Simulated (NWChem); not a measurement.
All runs are NWChem calculations. System: HFSi, charge 0, spin multiplicity 1, at a geometry optimised with PBE0/def2-SVP. The structure started from a generated list of species. Level: CCSD(T)/STO-3G, 6 core orbitals frozen.

The NWChem input:

```
start mol
memory heap 100 mb stack 700 mb global 1900 mb
geometry units angstroms nocenter noautoz
  Si    -0.456019     0.403674     0.000000
  H      0.553675     1.575429     0.000000
  F      0.647844    -0.802985     0.000000
  symmetry group Cs
end
basis spherical
  * library sto-3g
end
scf
  rhf
  nopen 0
  maxiter 100
  thresh 1e-7
  semidirect memsize 60000000 filesize 0
end
ccsd
  freeze core 6
  maxiter 60
end
task ccsd(t) energy
```

Output (cleaned and shortened):

```
             Northwest Computational Chemistry Package (NWChem) 7.3.0
             --------------------------------------------------------

                                NWChem Input Module
                                -------------------

 Scaling coordinates for geometry "geometry" by  1.889725989
 (inverse scale =  0.529177249)

 Turning off AUTOSYM since
 SYMMETRY directive was detected!

                             Geometry "geometry" -> ""
                             -------------------------

 Output coordinates in angstroms (scale by  1.889725989 to convert to a.u.)

  No.       Tag          Charge          X              Y              Z
 ---- ---------------- ---------- -------------- -------------- --------------
    1 Si                  14.0000    -0.45601900     0.40367400     0.00000000
    2 H                    1.0000     0.55367500     1.57542900     0.00000000
    3 F                    9.0000     0.64784400    -0.80298500     0.00000000

 Effective nuclear repulsion energy (a.u.)      47.5611188159

            Nuclear Dipole moment (a.u.)
            ----------------------------
        X                 Y               Z
 ---------------- ---------------- ----------------
     0.0000094486    -0.0000000000     0.0000000000

      Symmetry information
      --------------------

 Group name             Cs
 Group number              2
 Group order               2
 No. of unique centers     3

      Symmetry unique atoms

     1    2    3


 Summary of "ao basis" -> "" (spherical)
 ------------------------------------------------------------------------------
       Tag                 Description            Shells   Functions and Types
 ---------------- ------------------------------  ------  ---------------------
 *                           sto-3g                   on all atoms

 Summary of "ao basis" -> "ao basis" (spherical)
 ------------------------------------------------------------------------------
       Tag                 Description            Shells   Functions and Types
 ---------------- ------------------------------  ------  ---------------------
 Si                          sto-3g                  5        9   3s2p
 H                           sto-3g                  1        1   1s
 F                           sto-3g                  3        5   2s1p

                                 NWChem SCF Module
                                 -----------------

  ao basis        = "ao basis"
  functions       =    15
  atoms           =     3
  closed shells   =    12
  open shells     =     0
  charge          =   0.00
  wavefunction    = RHF
  use symmetry    = T
  symmetry adapt  = T

 Summary of "ao basis" -> "ao basis" (spherical)
 ------------------------------------------------------------------------------
       Tag                 Description            Shells   Functions and Types
 ---------------- ------------------------------  ------  ---------------------
 Si                          sto-3g                  5        9   3s2p
 H                           sto-3g                  1        1   1s
 F                           sto-3g                  3        5   2s1p

      Symmetry analysis of basis
      --------------------------

        a'         12
        a"          3

 Forming initial guess at       0.0s

      Superposition of Atomic Density Guess
      -------------------------------------

 Sum of atomic energies:        -383.91898178

      Non-variational initial energy
      ------------------------------
[...]
   ***** ccsd parameters *****
   iprt   =     0
   convi  =  0.100E-05
   maxit  =    60
   mxvec  =     5
 memory            104856356
  Using  1 OpenMP thread(s) in CCSD
  IO offset    20.000000000000000
  IO error message >End of File
  file_read_ga: failing reading from ./mol.t2
  Failed reading restart vector from ./mol.t2
  Using MP2 initial guess vector

-------------------------------------------------------------------------
 iter     correlation     delta       rms       T2     Non-T2      Main
             energy      energy      error      ampl     ampl      Block
                                                time     time      time
-------------------------------------------------------------------------
   1     -0.0606256718 -6.063D-02  2.545D-02     0.04     0.00     0.03
   2     -0.0681539323 -7.528D-03  6.216D-02     0.03     0.00     0.03
   3     -0.0686265154 -4.726D-04  9.927D-03     0.04     0.00     0.03
   4     -0.0706300111 -2.003D-03  2.909D-03     0.04     0.00     0.03
   5     -0.0706756378 -4.563D-05  2.201D-03     0.04     0.00     0.03
   6     -0.0706876490 -1.201D-05  3.803D-04     0.04     0.00     0.03
   7     -0.0706983475 -1.070D-05  3.339D-04     0.04     0.00     0.03
   8     -0.0706958077  2.540D-06  4.193D-05     0.04     0.00     0.03
   9     -0.0706965417 -7.339D-07  1.251D-05     0.04     0.00     0.03
  10     -0.0706967807 -2.391D-07  6.692D-06     0.04     0.00     0.03
  11     -0.0706970156 -2.349D-07  2.733D-06     0.04     0.00     0.03
  12     -0.0706971278 -1.122D-07  8.884D-07     0.03     0.00     0.03
                  *************converged*************
-------------------------------------------------------------------------

 -----------
 CCSD Energy
 -----------
 Reference energy:            -384.167196891831509
 CCSD corr. energy:             -0.070697127789242
 Total CCSD energy:           -384.237894019620740

 --------------------------------
 Spin Component Scaled (SCS) CCSD
 --------------------------------
 Same spin contribution:                 -0.008448764119692
 Same spin scaling factor:                1.130000000000000
 Opposite spin contribution:             -0.062248363669550
 Opposite spin scaling fact.:             1.270000000000000
 SCS-CCSD correlation energy:            -0.088602525315580
 Total SCS-CCSD energy:                -384.255799417147102
 memory            104856356

*********triples calculation*********

nkpass=    1; nvpass=    1; memdrv=           1164; memtrn=         189383; memavail=      104856324
 memory available/node                      104856324
 total number of virtual orbitals         3
 number of virtuals per integral pass     3
 number of integral evaluations           1
 number of occupied per triples pass      6
 number of triples passes                 1

 commencing integral evaluation        1 at           0.48
  symmetry use  T
task         2 out of        45 done   4%  at       0.0 secs
task         3 out of        45 done   6%  at       0.0 secs
task         5 out of        45 done  11%  at       0.0 secs
task         7 out of        45 done  15%  at       0.0 secs
task         9 out of        45 done  20%  at       0.0 secs
task        12 out of        45 done  26%  at       0.0 secs
task        14 out of        45 done  31%  at       0.0 secs
task        16 out of        45 done  35%  at       0.0 secs
task        18 out of        45 done  40%  at       0.0 secs
task        21 out of        45 done  46%  at       0.0 secs
task        23 out of        45 done  51%  at       0.0 secs
task        25 out of        45 done  55%  at       0.0 secs
task        27 out of        45 done  60%  at       0.0 secs
task        30 out of        45 done  66%  at       0.0 secs
task        32 out of        45 done  71%  at       0.0 secs
task        34 out of        45 done  75%  at       0.0 secs
task        36 out of        45 done  80%  at       0.0 secs
task        39 out of        45 done  86%  at       0.0 secs
task        41 out of        45 done  91%  at       0.0 secs
task        43 out of        45 done  95%  at       0.0 secs
task        45 out of        45 done 100%  at       0.0 secs
 commencing triples evaluation - blocking       1
 ccsd(t): done        1 out of        3 progress:   33.3%
 ccsd(t): done        2 out of        3 progress:   66.7%
 ccsd(t): done        3 out of        3 progress:  100.0%
 Time for integral evaluation pass     1        0.04
 Time for triples evaluation pass      1        0.00

 pseudo-e(mp4)  -0.64801126528300E-02
 pseudo-e(mp5)   0.13652373207159E-02
        e(t)    -0.51148753321141E-02

 --------------
 CCSD(T) Energy
 --------------
 Reference energy:                    -384.167196891831509

 CCSD corr. energy:                     -0.070697127789242
 T(CCSD) corr. energy:                  -0.006480112652830
 Total CCSD+T(CCSD) energy:           -384.244374132273606

 CCSD corr. energy:                     -0.070697127789242
 (T) corr. energy:                      -0.005114875332114
 Total CCSD(T) energy:                -384.243008894952879

 routine      calls  cpu(0)   cpu-min  cpu-ave  cpu-max   i/o
 aoccsd          1     0.00     0.00     0.00     0.00    0.00
 iterdrv         1     0.00     0.00     0.00     0.00    0.00
 pampt          12     0.00     0.00     0.00     0.00    0.00
 t2pm           12     0.01     0.01     0.01     0.01    0.00
 sxy            12     0.01     0.01     0.01     0.01    0.00
 ints        23892     0.34     0.34     0.34     0.34    0.00
 t2eri         540     0.01     0.01     0.01     0.01    0.00
 idx2          540     0.02     0.02     0.02     0.02    0.00
 idx34          12     0.00     0.00     0.00     0.00    0.00
 ht2pm          12     0.01     0.01     0.01     0.01    0.00
 itm            12     0.02     0.02     0.02     0.02    0.00
 pdiis          12     0.00     0.00     0.00     0.00    0.00
 triples         1     0.00     0.00     0.00     0.00    0.00
 rdtrpo          1     0.00     0.00     0.00     0.00    0.00
 trpmos          1     0.04     0.04     0.04     0.04    0.00
 trpdrv          1     0.00     0.00     0.00     0.00    0.00
 dovvv         756     0.00     0.00     0.00     0.00    0.00
 doooo         756     0.00     0.00     0.00     0.00    0.00
 tengy         648     0.00     0.00     0.00     0.00    0.00
 Total                 0.47     0.47     0.47     0.47    0.00

 Task  times  cpu:        0.6s     wall:        0.6s

 Total times  cpu:        0.6s     wall:        0.6s
```
